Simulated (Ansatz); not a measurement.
Al(Me)2(NH2) (C₂H₈AlN), SMILES [CH3][Al]([CH3])[NH2].

Geometry optimised at B3LYP-D3(BJ)/def2-SVP. The structure was generated by enumeration; whether it is a known compound was not checked. The values are those of a single conformer.

Two levels are set side by side: PBE/def2-SVPD (Ansatz, a program for electronic structure) and PBE0/def2-SVPD (Ansatz). Energy differences of separate SCF runs at the same geometry; the states with an electron removed or added have multiplicity 2 and 2. Differences are taken from unrounded values.

```
quantity                            PBE
---------------------------------  ----
vertical ionisation energy (eV)    9.02
vertical singlet–triplet gap (eV)  5.34
```

Task: These are the PBE values. What does PBE0 give? (An estimate is asked for; the answer gives what the named calculation found.)

Result: 
```tsv
quantity	PBE0	PBE minus PBE0
vertical ionisation energy (eV)	9.39	-0.36
vertical singlet–triplet gap (eV)	5.67	-0.33
```
